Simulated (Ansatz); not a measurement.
Ansatz (an electronic-structure program) input (B3LYP-D3(BJ)/def2-TZVP):

Ansatz 0.2 input:
```yaml
crystal:
  periodic: [false, false, false]
  atoms:
    - {symbol: Sn, position_ang: [-0.00150192, -0.01055833, 1.00959853]}
    - {symbol: Br, position_ang: [1.07054344, 1.79064646, -0.70090320]}
    - {symbol: Br, position_ang: [-1.06839784, -1.77556313, -0.74138041]}
basis:
  gaussian:
    orbitals: def2-TZVP
hamiltonian:
  xc: b3lyp
  dispersion: d3bj
total_charge: -1
magnetization: {spin_polarized: true, initial_magnetization: 1}
phonons: {temperatures: {t_min: 298.15, t_max: 298.15, t_step: 100}}
```

Output:

```
Functional definition: B3LYP
integrals: 0.11 GiB planned
1210 factors; integrals over basis functions are off by at most 1.8e-4 eV
mean field: 1.52 GiB planned
mean field evaluation 1: about -145932.2726 eV, gradient 1.5e1 eV
mean field evaluation 2: about -145932.1495 eV, gradient 1.5e1 eV
mean field evaluation 4: about -145932.7494 eV, gradient 3.0e-1 eV
mean field evaluation 8: about -145932.7753 eV, gradient 5.3e-2 eV
mean field evaluation 16: about -145932.7753 eV, gradient 3.2e-5 eV
mean field -145932.77528014 eV, -5362.9305747573 hartree, gradient 3.2e-5 eV, S^2 0.752577; 0 other end points of the search recorded, 0 dependent functions left out
the calculation of the forces begins
reference -145932.77549045 eV, -5362.9305824862 hartree; 47, 46 occupied and 99, 100 virtual orbitals, 1210 factors
these checks for a lower state are left out or cut short: stability, starts, cluster_reference, orbital_swaps, neighbouring_geometries, increment
integrals: 0.11 GiB planned
1210 factors; integrals over basis functions are off by at most 1.8e-4 eV
mean field: 1.52 GiB planned
mean field -145932.77525547 eV, -5362.9305738508 hartree, gradient 1.3e-6 eV, S^2 0.752578; 0 other end points of the search recorded, 0 dependent functions left out
the calculation of the forces begins
reference -145932.77546576 eV, -5362.9305815786 hartree; 47, 46 occupied and 99, 100 virtual orbitals, 1210 factors
these checks for a lower state are left out or cut short: stability, starts, cluster_reference, orbital_swaps, neighbouring_geometries, increment
integrals: 0.11 GiB planned
1210 factors; integrals over basis functions are off by at most 1.8e-4 eV
mean field: 1.52 GiB planned
mean field -145932.77528102 eV, -5362.9305747897 hartree, gradient 1.4e-6 eV, S^2 0.752577; 0 other end points of the search recorded, 0 dependent functions left out
the calculation of the forces begins
reference -145932.77549136 eV, -5362.9305825197 hartree; 47, 46 occupied and 99, 100 virtual orbitals, 1210 factors
these checks for a lower state are left out or cut short: stability, starts, cluster_reference, orbital_swaps, neighbouring_geometries, increment
integrals: 0.11 GiB planned
1210 factors; integrals over basis functions are off by at most 1.8e-4 eV
mean field: 1.52 GiB planned
mean field evaluation 32: about -145932.7507 eV, gradient 1.7e-1 eV
mean field -145932.77536818 eV, -5362.9305779928 hartree, gradient 1.4e-6 eV, S^2 0.752577; 0 other end points of the search recorded, 0 dependent functions left out
the calculation of the forces begins
reference -145932.77557852 eV, -5362.9305857227 hartree; 47, 46 occupied and 99, 100 virtual orbitals, 1210 factors
these checks for a lower state are left out or cut short: stability, starts, cluster_reference, orbital_swaps, neighbouring_geometries, increment
integrals: 0.11 GiB planned
1210 factors; integrals over basis functions are off by at most 1.8e-4 eV
mean field: 1.52 GiB planned
mean field -145932.77517248 eV, -5362.9305708009 hartree, gradient 1.5e-6 eV, S^2 0.752578; 0 other end points of the search recorded, 0 dependent functions left out
the calculation of the forces begins
reference -145932.77538277 eV, -5362.9305785288 hartree; 47, 46 occupied and 99, 100 virtual orbitals, 1210 factors
these checks for a lower state are left out or cut short: stability, starts, cluster_reference, orbital_swaps, neighbouring_geometries, increment
integrals: 0.11 GiB planned
1210 factors; integrals over basis functions are off by at most 1.8e-4 eV
mean field: 1.52 GiB planned
mean field -145932.77526929 eV, -5362.9305743587 hartree, gradient 1.8e-6 eV, S^2 0.752578; 0 other end points of the search recorded, 0 dependent functions left out
the calculation of the forces begins
reference -145932.77547959 eV, -5362.9305820870 hartree; 47, 46 occupied and 99, 100 virtual orbitals, 1210 factors
these checks for a lower state are left out or cut short: stability, starts, cluster_reference, orbital_swaps, neighbouring_geometries, increment
integrals: 0.11 GiB planned
1210 factors; integrals over basis functions are off by at most 1.8e-4 eV
mean field: 1.51 GiB planned
mean field -145932.77528356 eV, -5362.9305748830 hartree, gradient 2.2e-6 eV, S^2 0.752577; 0 other end points of the search recorded, 0 dependent functions left out
the calculation of the forces begins
reference -145932.77549389 eV, -5362.9305826125 hartree; 47, 46 occupied and 99, 100 virtual orbitals, 1210 factors
Total energy: -145932.99201055 eV, -5362.9385394531 hartree
Atom 0 at    -0.001502    -0.010558     1.009599 Å, force    -0.000001    -0.000004     0.000383 eV/Å
Atom 1 at     1.070543     1.790646    -0.700903 Å, force     0.000267     0.000446    -0.000187 eV/Å
Atom 2 at    -1.068398    -1.775563    -0.741380 Å, force    -0.000266    -0.000442    -0.000197 eV/Å
Dipole moment:    -0.000685    -0.004816     0.460556 e Å
Vibrations: 56.22 167.20 181.24 cm⁻¹, zero-point energy 0.025086 eV
```
